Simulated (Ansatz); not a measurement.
Cs7⁻, 7 atoms. Hardware: 4 threads of Arm Neoverse V1 on a shared host.

In the def2 sets Cs takes a core potential; there is no spin–orbit coupling. Correlated methods freeze no core orbitals; core or outer-core shells of Cs are correlated, in sets that lack core-valence functions.

**Question.** How many basis functions does each of these Ansatz runs have, and roughly what does it cost? PBE0/def2-TZVPD, charge -1 singlet, energy, from earlier orbitals; BHLYP/def2-TZVPD, charge -1 singlet, energy, from earlier orbitals; B3LYP/def2-SVPD, charge -1 singlet, relaxation, 24 steps; B3LYP/def2-TZVPD, charge -1 singlet, energy, from earlier orbitals; MP2/def2-TZVPD, charge -1 singlet, energy, from earlier orbitals; PBE/def2-TZVPD, charge -1 singlet, energy and forces, from earlier orbitals; RPA@PBE/def2-TZVPD, charge -1 singlet, energy, from earlier orbitals; revPBE/def2-TZVPD, charge -1 singlet, energy, from earlier orbitals; r2SCAN/def2-TZVPD, charge -1 singlet, energy, from earlier orbitals.

**Answer.** Other jobs shared the machine, so times can vary by a factor of up to 3. A dash marks memory too small to be measured apart from the calling script's.

```json
{"run": "MP2/def2-TZVPD, charge -1 singlet, energy, from earlier orbitals", "functions": "224", "fitting or Cholesky vectors": "2058", "wall time": "8.5 s", "peak host memory (GiB)": "0.73"}
{"run": "PBE/def2-TZVPD, charge -1 singlet, energy and forces, from earlier orbitals", "functions": "224", "fitting or Cholesky vectors": "2163", "wall time": "13 s", "peak host memory (GiB)": "–"}
{"run": "revPBE/def2-TZVPD, charge -1 singlet, energy, from earlier orbitals", "functions": "224", "fitting or Cholesky vectors": "2163", "wall time": "13 s", "peak host memory (GiB)": "–"}
{"run": "PBE0/def2-TZVPD, charge -1 singlet, energy, from earlier orbitals", "functions": "224", "fitting or Cholesky vectors": "2163", "wall time": "15 s", "peak host memory (GiB)": "0.9"}
{"run": "BHLYP/def2-TZVPD, charge -1 singlet, energy, from earlier orbitals", "functions": "224", "fitting or Cholesky vectors": "2296", "wall time": "17 s", "peak host memory (GiB)": "1"}
{"run": "B3LYP/def2-TZVPD, charge -1 singlet, energy, from earlier orbitals", "functions": "224", "fitting or Cholesky vectors": "2163", "wall time": "17 s", "peak host memory (GiB)": "0.97"}
{"run": "RPA@PBE/def2-TZVPD, charge -1 singlet, energy, from earlier orbitals", "functions": "224", "fitting or Cholesky vectors": "2058", "wall time": "22 s", "peak host memory (GiB)": "0.86"}
{"run": "r2SCAN/def2-TZVPD, charge -1 singlet, energy, from earlier orbitals", "functions": "224", "fitting or Cholesky vectors": "2163", "wall time": "26 s", "peak host memory (GiB)": "0.6"}
{"run": "B3LYP/def2-SVPD, charge -1 singlet, relaxation, 24 steps", "functions": "189", "fitting or Cholesky vectors": "1917", "wall time": "4.3 min", "peak host memory (GiB)": "0.64"}
```
